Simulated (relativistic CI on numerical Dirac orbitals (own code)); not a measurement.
**One change at a time: Ni VIII**

Base calculation: Dirac-Coulomb-Breit CI, separate exchange-only KLI orbitals for each configuration, QED by a radiative potential, unscaled Slater integrals.

Configurations in the expansion (outside the closed core [Ne]): 3s²3p⁶3d³, 3s²3p⁵3d⁴, 3s²3p⁶3d²4s, 3s3p⁶3d⁴, 3s²3p⁶3d²4p, 3s²3p⁶3d²4d, 3s²3p⁶3d4s4p, 3s²3p⁶3d²4f, 3s²3p⁶3d²5s, 3s²3p⁶3d²5p, 3s²3p⁶3d4p4d, 3s²3p⁶3d²5d, 3s²3p⁵3d³4s, 3s²3p⁶3d²5f, 3s²3p⁶3d²6s, 3s²3p⁶3d²5g, 3s²3p⁶3d²6p, 3s²3p⁶3d²6d, 3s²3p⁵3d³4p, 3s3p⁶3d³4s, 3s²3p⁵3d³4f, 3s²3p⁵3d³5s, 3s3p⁶3d²4s4p, 3s²3p⁶3d4s², 3s²3p⁶4s²4p, 3s²3p⁶4s²4d, 3s²3p⁶4s²4f, 3p⁶3d⁵, 3p⁵3d⁶, 3s²3p⁶3d4p², 3s²3p⁶4s4p², 3s²3p⁶4p³, 3s²3p⁶4p²4d, 3s²3p⁶4p²4f, 3s²3p⁶3d4s4d, 3s²3p⁶4s4p4d, 3s²3p⁶4s4d², 3s²3p⁶4s4d4f, 3s²3p⁶3d4d², 3s²3p⁶4p4d², 3s²3p⁶4d³, 3s²3p⁶4d²4f, 3s3p⁶3d²4s², 3s3p⁶3d4s²4p, 3s3p⁶3d4s²4d, 3s3p⁶3d4s²4f. Double excitations out of closed p, d and f shells are left out; levels of such configurations are missing from the list, as are those of other unlisted configurations, and high levels can miss mixing partners. These lack a partner that the ground configuration has and come out too high: 3s²3p⁵3d³4s, 3s²3p⁵3d³4p, 3s²3p⁵3d³4f, 3s²3p⁵3d³5s.

Variants: (1) QED terms removed; (2) non-relativistic limit. Shifts of the energy above 3s²3p⁶3d³ ⁴F3/2, in cm⁻¹, for the lowest level and the first level of each name with at least 55 % of one term (blank where a level changes its place among those of its configuration and J or its character, or is not in the variant):

| Level | Base | Δ(1) | Δ(2) | Measured |
| --- | --- | --- | --- | --- |
| 3s²3p⁶3d³ ⁴F3/2 | 0.0 | 0.0 | 0.0 | 0.0 |
| 3s²3p⁶3d³ ⁴F5/2 | 913.2 | -4.1 | -913.2 | 1012.0 |
| 3s²3p⁶3d³ ⁴F7/2 | 2107.2 | -9.2 | -2107.2 | 2184.0 |
| 3s²3p⁶3d³ ⁴F9/2 | 3522.2 | -15.0 | -3522.2 | 3721.0 |
| 3s²3p⁶3d³ ⁴P1/2 | 25948.2 | -3.4 | -1120.5 | 23261.0 |
| 3s²3p⁶3d³ ⁴P3/2 | 26266.5 | -3.6 | -1438.8 | 23710.0 |
| 3s²3p⁶3d³ ⁴P5/2 | 27485.0 | -9.8 | -2657.3 | 24669.0 |
| 3s²3p⁶3d³ ²G7/2 | 28268.2 | -6.0 | -1220.6 |  |
| 3s²3p⁶3d³ ²G9/2 | 29422.5 | -10.0 | -2375.0 |  |
| 3s²3p⁶3d³ ²P1/2 | 37744.1 | -7.3 | -1560.2 |  |
| 3s²3p⁶3d³ ²H9/2 | 38775.4 | -10.3 | -1597.7 |  |
| 3s²3p⁶3d³ ²H11/2 | 39521.7 | -12.3 | -2343.9 |  |
| 3s²3p⁶3d³ ²D5/2 | 40481.8 | -11.0 | -2754.6 |  |
| 3s²3p⁶3d³ ²F7/2 | 63315.8 | -7.7 | -1692.0 |  |

At this charge configurations can still be misplaced by up to about 7 % of their energy. Terms inside the open d or f shell come out 10 to 20 % too wide with unscaled integrals. 15 of the 17 excited levels that our extract of the measured tables holds in this range could be paired (the sources list more); they are missed by 2537 cm⁻¹ on average and 4618 at most, and levels without a partner can miss by more. Some levels of the ground configuration have no partner and can miss by 10 % or more.

Measured levels: Corliss and Sugar, J. Phys. Chem. Ref. Data 10, 197 (1981).

Ionisation energy from the two ground configurations alone: base 161.418 eV. The NIST ASD value (theoretical) is 162 eV.

LS names give the leading component of a level, which can be under half, so a name can repeat, a term be missing and a line seem to break the LS rules.
